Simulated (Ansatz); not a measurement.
Mulliken charges of `CC[Si]Cl` from B3LYP/def2-TZVPP in Ansatz (PBE0-D4/def2-TZVP geometry).

```
atom   x (Å)   y (Å)   z (Å)  charge (e)
  C1  -0.554   0.771  -0.039      -0.230
  C2   0.230  -0.336   0.645      -0.215
 Si3   1.193  -1.661  -0.304       0.290
 Cl4   0.832  -1.099  -2.285      -0.255
  H5   0.094   1.383  -0.669       0.083
  H6  -1.036   1.430   0.688       0.088
  H7  -1.331   0.362  -0.687       0.083
  H8  -0.415  -0.928   1.316       0.079
  H9   0.987   0.076   1.334       0.078
```

**Question.** By hand: the dipole of these point charges (1 e Å = 4.8032 D).

**Answer.** Σ q r = (0.062, -0.103, 0.521) e Å, of length 0.535 e Å = 2.57 D.

**Question.** How does the dipole of the full density compare? (Best estimate.)

**Answer.** Ansatz gave: (-0.107, 0.140, 0.336) e Å, 1.82 D; the point charges give 1.41 times that, at 41° from its direction.

Point charges leave out the atoms' own dipoles, such as those of lone pairs, and Mulliken's split depends on the basis, so the two needn't agree.

B3LYP here is the variant with VWN-RPA as its local correlation; programs differ in this.
